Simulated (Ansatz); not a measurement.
`[OH][Ga]([Cl])[O][SiH3]` + `F[SiH](F)Cl` → `[OH][GaH][Cl]` + `F[Si](F)(Cl)O[SiH3]`  (redistribution)

Calculated with Ansatz (gas phase, PBE0-D4/def2-TZVP geometries, no zero-point term in ΔE). CCSD(T)/CBS is the MP2 limit (def2-TZVPP, def2-QZVPP) plus CCSD(T) − MP2 in def2-TZVPP, frozen cores. Functionals use def2-TZVPP. For Ga outer-core shells are correlated without core-valence functions, which leaves a few kJ/mol of doubt a bond. Scalar relativity is left out up to krypton. Each species was taken in one conformer, which may not be the lowest.

Question: Is it downhill or uphill in electronic energy at CCSD(T)/CBS, and by how much? (Estimate.)

Answer: Ansatz gave: Downhill: ΔE = -70.4 kJ/mol.

Question: What do these levels give: PBE-D4, PBE0-D4, r2SCAN, MP2/def2-QZVPP, MP2/CBS(def2), CCSD/CBS(def2)? (Estimate.)

Answer: Computed: PBE-D4 -67.9, PBE0-D4 -72.9, r2SCAN -74.1, MP2/def2-QZVPP -66.2, MP2/CBS(def2) -68.1, CCSD/CBS(def2) -73.2 kJ/mol.

Largest T1 diagnostic among the species: 0.013.

From PBE to PBE0 (25 % exact exchange), in def2-TZVPP and without D4, ΔE moves by −5.2 kJ/mol. In def2-TZVPP, CCSD(T) changes the Hartree–Fock value by +13.1 kJ/mol (the triples alone add +2.8 kJ/mol) and MP2 by +15.5 kJ/mol.
